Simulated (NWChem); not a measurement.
System: C2H6BFO; SMILES COB(C)F

NWChem input:

```
start job
memory heap 200 mb stack 900 mb global 1100 mb
geometry units angstroms noautoz
  B     -0.110734     0.534734     0.000512
  F     -0.954148     1.575837     0.002173
  C      1.447872     0.792484    -0.000589
  H      1.942922     0.316705     0.855895
  H      1.670720     1.862807     0.035854
  H      1.925865     0.383821    -0.900921
  O     -0.716739    -0.676884    -0.003844
  C     -0.024188    -1.914040     0.002880
  H     -0.163856    -2.403148     0.973455
  H     -0.451764    -2.555051    -0.774580
  H      1.048690    -1.796541    -0.184132
end
basis spherical
  * library def2-tzvp
end
dft
  xc b3lyp
  iterations 150
  semidirect filesize 400000000
  mulliken
end
task dft energy
```

Coordinates come from a B3LYP/6-31G* (spherical d) optimisation.

Question: Give the results of this calculation. (B3LYP/def2-TZVP.) Quantities: energy (Ha); highest occupied level (eV); orbital gap (eV); dipole (D).

Answer: 
* **energy (Ha)**: -279.98
* **highest occupied level (eV)**: -8.78
* **orbital gap (eV)**: 9.25
* **dipole (D)**: 2.82
